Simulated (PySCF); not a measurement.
A species of formula C3H9As has this rotational fingerprint, computed with PBE0-D3(BJ)/def2-SVP geometry optimisation, gas phase (PySCF 2.14.0):

| Property | Result |
| --- | --- |
| Rotational constants | A = 7557, B = 2760, C = 2199 MHz |
| Dipole components | \|μa\| = 1.08 D, \|μb\| = 0.30 D, \|μc\| = 0.07 D |
| Inertial defect | -20.11 u·Å² |
| κ | -0.79 |

Task: Which structure is it? (One computed conformer of each.)
A. `[CH3:1][CH:2]([CH3:3])[AsH2:4]` with C1–C2–As4–H 44° and -49°
B. `[CH3:1][CH2:2][AsH:3][CH3:4]` with C1–C2–As3–C4 -168°
C. `C[As](C)C` (trimethylarsine)

Result: A. It is CC(C)[AsH2], an asymmetric top. The candidates at the same level (rigid rotor, commonest isotopes):

| SMILES | A (MHz) | B (MHz) | C (MHz) | μa (D) | μb (D) | μc (D) | Δ (u·Å²) | point group | rotor |
| --- | --- | --- | --- | --- | --- | --- | --- | --- | --- |
| C[As](C)C | 4716 | 4712 | 3425 | 0.00 | 0.00 | 1.03 | -66.86 | C3v | oblate symmetric top |
| CC[AsH]C | 9992 | 2676 | 2251 | 0.17 | 1.09 | 0.23 | -14.93 | C1 | asymmetric top |
| CC(C)[AsH2] | 7557 | 2760 | 2199 | 1.08 | 0.30 | 0.07 | -20.11 | – | asymmetric top |

`CC[AsH]C` has A 32 % too high; `C[As](C)C` has B 71 % too high. No structure here is proved a minimum.
